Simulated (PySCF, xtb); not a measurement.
TiBr4, SMILES [Br][Ti]([Br])([Br])[Br], multiplicity 1.

Harmonic wavenumbers (cm⁻¹) from GFN2-xTB (xtb 6.7.1) at its own minimum, in rising order: 66, 66, 73, 73, 73, 208, 369, 369, 369.

What does PBE0-D3(BJ)/def2-SVP run with PySCF give at its own minimum? (An estimate is asked for; the answer gives what the named calculation found.)

70, 70, 87, 87, 87, 238, 403, 403, 403. Paired by order, the mean absolute difference is 20 cm⁻¹ and the zero-point energies are 2.4 and 2.6 kcal/mol.
